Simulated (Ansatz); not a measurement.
One change: `CC(C)[O][In]([Cl])[Cl]` becomes `CC(C)OB(S)Cl`.

Ansatz, PBE0-D4/def2-TZVP geometries, multiplicity 1. Each molecule was computed in one conformer, which needn't be the lowest.

Elements past krypton have def2 core potentials.

| property | `CC(C)[O][In]([Cl])[Cl]` |
| --- | --- |
| HOMO energy (ωB97M-V/def2-TZVPP) / eV | -10.60 |
| HOMO–LUMO gap (ωB97M-V/def2-TZVPP) / eV | 10.18 |
| HOMO–LUMO gap (PBE0/def2-TZVPP) / eV | 5.86 |
| size of the dipole moment (PBE/def2-TZVPP) / D | 2.55 |
| HOMO energy (PBE/def2-TZVPP) / eV | -6.73 |
| size of the dipole moment (ωB97M-V/def2-TZVPP) / D | 2.41 |

Question: What does the change do to each property? (Estimate.)

Answer: Ansatz gave: 
```tsv
property	`CC(C)OB(S)Cl`	shift
HOMO energy (ωB97M-V/def2-TZVPP) / eV	-9.80	0.80
HOMO–LUMO gap (ωB97M-V/def2-TZVPP) / eV	11.94	1.76
HOMO–LUMO gap (PBE0/def2-TZVPP) / eV	7.74	1.88
size of the dipole moment (PBE/def2-TZVPP) / D	1.67	-0.88
HOMO energy (PBE/def2-TZVPP) / eV	-6.38	0.35
size of the dipole moment (ωB97M-V/def2-TZVPP) / D	1.73	-0.68
```

With PBE0 the HOMO rises by 0.60 eV and the LUMO rises by 2.48 eV, so the gap widens by about 1.88 eV. PBE moves the HOMO by 0.35 eV and ωB97M-V by 0.80 eV. Dipoles are sizes alone; their direction can turn.
